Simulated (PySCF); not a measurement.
Sn2O2, optimised at PBE0/def2-TZVP:

```xyz
4

Sn     0.7320    -1.2927    -0.0004
O     -1.1621    -0.6400    -0.0165
Sn    -0.7525     1.3212    -0.0051
O      1.1416     0.6684     0.0109
```

Computed with PySCF (xtb for GFN2) and rigid-rotor harmonic-oscillator thermochemistry at 1 bar. All species are closed-shell singlets. Sn: scalar-relativistic def2 core potential, no spin-orbit coupling. Sn2O2: computed as isolated molecules; such fragments, hydroxides, amides, oligomers or adducts are transient or little studied in the gas.

Problem. List the harmonic frequencies (cm⁻¹, unscaled) at this level and at the other levels, each on its own geometry.

Solution. 
- PBE0/def2-TZVP: 138, 234, 458, 542, 618, 634
- GFN2-xTB: 147, 166, 227, 397, 447, 467
- PBE/def2-SVP: 100, 219, 413, 510, 565, 590
